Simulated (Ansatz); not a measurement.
C$_{4}$H$_{10}$Si (`C1CC[SiH2]C1`), relaxed with RKS PBE0-D4/def2-TZVP in Ansatz 0.2.0 from a PBE-D4/def2-SVP geometry. The force threshold is 0.005 eV/Å; the program also tests the step.

The species carries charge 0 and has multiplicity 1.

Start:

```xyz
15

C    -0.468   -1.230    0.004
C     0.781   -0.738    0.760
C     0.634    0.778    1.028
Si   -0.226    1.427   -0.554
C    -0.709   -0.304   -1.212
H    -0.368   -2.295   -0.297
H    -1.345   -1.181    0.688
H     1.679   -0.918    0.126
H     0.941   -1.313    1.697
H    -0.039    0.951    1.896
H     1.596    1.274    1.264
H     0.694    2.176   -1.483
H    -1.407    2.318   -0.260
H    -1.740   -0.372   -1.614
H    -0.022   -0.574   -2.043
```

Question: By how much does the energy fall, and how many steps does the optimiser take? (Best estimate.)

Answer: Computed: 1.39 kcal/mol, in 4 steps.

Question: Which bonds change most? (Estimate.)

Answer: Computed: Si4–C5 from 1.914 to 1.890 Å; C3–Si4 from 1.914 to 1.890 Å; Si4–H13 from 1.508 to 1.490 Å; Si4–H12 from 1.507 to 1.490 Å.

Question: Give the relaxed structure. (An estimate is asked.)

Answer: Ansatz gave: 
```xyz
15

C    -0.465   -1.219    0.003
C     0.775   -0.731    0.753
C     0.625    0.775    1.021
Si   -0.223    1.406   -0.546
C    -0.701   -0.300   -1.205
H    -0.363   -2.266   -0.295
H    -1.329   -1.166    0.676
H     1.658   -0.904    0.128
H     0.929   -1.296    1.677
H    -0.032    0.943    1.880
H     1.577    1.259    1.245
H     0.688    2.150   -1.460
H    -1.392    2.286   -0.261
H    -1.719   -0.365   -1.592
H    -0.027   -0.571   -2.024
```
